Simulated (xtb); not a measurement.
xtb input (GFN2-xTB):

```bash
xtb mol.xyz --gfn 2 --sp --chrg -1 --uhf 0
```
mol.xyz:
```
12

Si    -0.50913027    -0.96566052    -0.92254312
N     -0.12914695     0.36811009     0.33487157
C      0.60145331     1.48057050    -0.20970711
H      0.07245705     1.88703474    -1.07635629
H      0.70408556     2.28942392     0.53302838
H      1.63140683     1.22474884    -0.54793683
C      0.51137382    -0.12744558     1.52317648
H      0.61327149     0.66829469     2.28004340
H     -0.08547122    -0.93215537     1.96175280
H      1.53271567    -0.53699477     1.35061172
H     -1.51358607    -0.11711471    -1.73631207
H     -1.59998956    -1.65951023    -0.07414468
```

End of the output:

```
         :::::::::::::::::::::::::::::::::::::::::::::::::::::
         ::                     SUMMARY                     ::
         :::::::::::::::::::::::::::::::::::::::::::::::::::::
         :: total energy             -13.130284869413 Eh    ::
         :: gradient norm              0.032112150518 Eh/a0 ::
         :: HOMO-LUMO gap              3.656882981469 eV    ::
         ::.................................................::
         :: SCC energy               -13.260991709018 Eh    ::
         :: -> isotropic ES            0.128855504148 Eh    ::
         :: -> anisotropic ES         -0.004519309055 Eh    ::
         :: -> anisotropic XC         -0.004142667965 Eh    ::
         :: -> dispersion             -0.010106673710 Eh    ::
         :: repulsion energy           0.130706839605 Eh    ::
         :: add. restraining           0.000000000000 Eh    ::
         :: total charge              -1.000000000000 e     ::
         :::::::::::::::::::::::::::::::::::::::::::::::::::::

           -------------------------------------------------
          |                Property Printout                |
           -------------------------------------------------

    * Orbital Energies and Occupations

         #    Occupation            Energy/Eh            Energy/eV
      -------------------------------------------------------------
         1        2.0000           -0.4502831             -12.2528
         2        2.0000           -0.4314154             -11.7394
         3        2.0000           -0.4042097             -10.9991
         4        2.0000           -0.3692568             -10.0480
         5        2.0000           -0.3362522              -9.1499
         6        2.0000           -0.3279867              -8.9250
         7        2.0000           -0.3192470              -8.6872
         8        2.0000           -0.3082266              -8.3873
         9        2.0000           -0.2792034              -7.5975
        10        2.0000           -0.1947421              -5.2992
        11        2.0000           -0.1728434              -4.7033
        12        2.0000           -0.1492904              -4.0624
        13        2.0000           -0.0721203              -1.9625 (HOMO)
        14                          0.0622677               1.6944 (LUMO)
        15                          0.0678021               1.8450
        16                          0.1811091               4.9282
        17                          0.2126207               5.7857
        18                          0.2286533               6.2220
        19                          0.2742667               7.4632
        20                          0.2962650               8.0618
        21                          0.3056846               8.3181
        22                          0.3407237               9.2716
        23                          0.3441399               9.3645
        24                          0.3581456               9.7456
       ...                                ...                  ...
        29                          0.8155105              22.1912
      -------------------------------------------------------------
                  HL-Gap            0.1343880 Eh            3.6569 eV
             Fermi-level           -0.0049263 Eh           -0.1341 eV

     #   Z          covCN         q      C6AA      α(0)
     1  14 Si       2.643     0.127   192.608    30.475
     2   7 N        2.624    -0.398    30.315     8.177
     3   6 C        3.737     0.052    19.790     6.348
     4   1 H        0.924    -0.018     3.398     2.883
     5   1 H        0.923    -0.050     4.098     3.166
     6   1 H        0.921    -0.060     4.342     3.259
     7   6 C        3.737     0.052    19.790     6.348
     8   1 H        0.923    -0.050     4.098     3.166
     9   1 H        0.924    -0.018     3.398     2.883
    10   1 H        0.921    -0.060     4.342     3.259
    11   1 H        0.882    -0.288    20.622     7.109
    12   1 H        0.882    -0.288    20.622     7.109

 Mol. C6AA /au·bohr⁶  :       2369.949967
 Mol. C8AA /au·bohr⁸  :      67681.042416
 Mol. α(0) /au        :         84.179962

Wiberg/Mayer (AO) data.
largest (>0.10) Wiberg bond orders for each atom

 ---------------------------------------------------------------------------
     #   Z sym  total        # sym  WBO       # sym  WBO       # sym  WBO
 ---------------------------------------------------------------------------
     1  14 Si   2.370 --    12 H    0.864    11 H    0.864     2 N    0.703
     2   7 N    2.967 --     7 C    1.076     3 C    1.076     1 Si   0.703
     3   6 C    3.995 --     2 N    1.076     4 H    0.993     5 H    0.972
                             6 H    0.970
     4   1 H    1.000 --     3 C    0.993
     5   1 H    0.997 --     3 C    0.972
     6   1 H    0.996 --     3 C    0.970
     7   6 C    3.995 --     2 N    1.076     9 H    0.993     8 H    0.972
                            10 H    0.970
     8   1 H    0.997 --     7 C    0.972
     9   1 H    1.000 --     7 C    0.993
    10   1 H    0.996 --     7 C    0.970
    11   1 H    0.917 --     1 Si   0.864
    12   1 H    0.917 --     1 Si   0.864
 ---------------------------------------------------------------------------

Topologies differ in total number of bonds
Writing topology from bond orders to xtbtopo.mol

molecular dipole:
                 x           y           z       tot (Debye)
 q only:        1.294       0.197       0.250
   full:        1.117       1.201       1.173       5.125
molecular quadrupole (traceless):
                xx          xy          yy          xz          yz          zz
 q only:       -1.950      -4.644       1.206      -4.471      -0.207       0.744
  q+dip:        2.546      -4.356      -1.428      -4.110      -5.135      -1.117
   full:        0.710      -1.960      -0.631      -2.030      -5.119      -0.080

           -------------------------------------------------
          | TOTAL ENERGY              -13.130284869413 Eh   |
          | GRADIENT NORM               0.032112150518 Eh/α |
          | HOMO-LUMO GAP               3.656882981469 eV   |
           -------------------------------------------------

------------------------------------------------------------------------
Note: The following floating-point exceptions are signalling: IEEE_UNDERFLOW_FLAG IEEE_DENORMAL
normal termination of xtb
------------------------------------------------------------------------
 total:
 SCF:
```

It need not be the lowest isomer of its formula. Whether it binds its extra electron was not tested at this geometry.
